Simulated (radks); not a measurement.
The numbers below are computed, except where a source is named.
Task: Ionisation of Re+, [Xe] 4f14 5d5 6s1, to Re2+, [Xe] 4f14 5d5, under several functionals. Dirac Kohn-Sham, spin-unpolarised, spherical densities, finite nucleus; open shells fill j = l - 1/2 first; a radial shooting solver on a logarithmic mesh with Libxc functionals. The NIST Atomic Spectra Database gives 16.6 eV (semi-empirical). Rank these functionals by the error of their Delta-SCF ionisation energy: LDA (Slater exchange, VWN5 correlation); OLYP; SOGGA; B86b exchange with PBE correlation; LDA (Slater exchange, Perdew-Zunger correlation); AM05; HCTH/407.

Result: From best to worst: LDA (Slater exchange, Perdew-Zunger correlation) 16.564 eV (-0.036); LDA (Slater exchange, VWN5 correlation) 16.556 eV (-0.044); B86b exchange with PBE correlation 16.239 eV (-0.361); HCTH/407 16.188 eV (-0.412); AM05 16.173 eV (-0.427); SOGGA 16.092 eV (-0.508); OLYP 15.833 eV (-0.767). Spin polarisation and multiplet splitting are left out, so open shells lie too high by an amount that depends on their filling.

Beside tabulated values, note that spin-unpolarised runs miss the spin-polarisation part of the exchange energy of open shells.
